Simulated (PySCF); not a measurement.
Ionisation energy of Pb⁶⁹⁺ by level of theory

Pb⁶⁹⁺ [Ne] 3s2 3p1 [3p1/2^1, M_J = 1/2] → Pb⁷⁰⁺ [Ne] 3s2, as a difference of total energies. Computed with PySCF 2.14 in an even-tempered Gaussian basis (17 s from 25 bohr⁻², ratio 2.4; 14 p from 32 bohr⁻², ratio 2.4; 4 d from 110 bohr⁻², ratio 2.6; 4 f from 160 bohr⁻², ratio 2.6), with the two-component X2C-1e Hamiltonian. Correlated levels: 1s2 frozen; the 46 highest virtual spinors dropped. "Screened" scales the spin-orbit matrix elements by Boettger's factors to mimic the two-electron term; Breit and QED terms are absent.

```
                    method  ionisation energy (eV)
           GHF (spin-free)                  8256.0
          GMP2 (spin-free)                  8256.6
 GHF (screened spin-orbit)                  8690.7
GMP2 (screened spin-orbit)                  8690.6
```

Breit and QED terms and the two-electron picture change are absent.

The spin-free rows lack the spin-orbit shift.

For comparison: 8680 ± 50 eV (theoretical estimate listed by NIST; NIST Atomic Spectra Database, ionization energies).
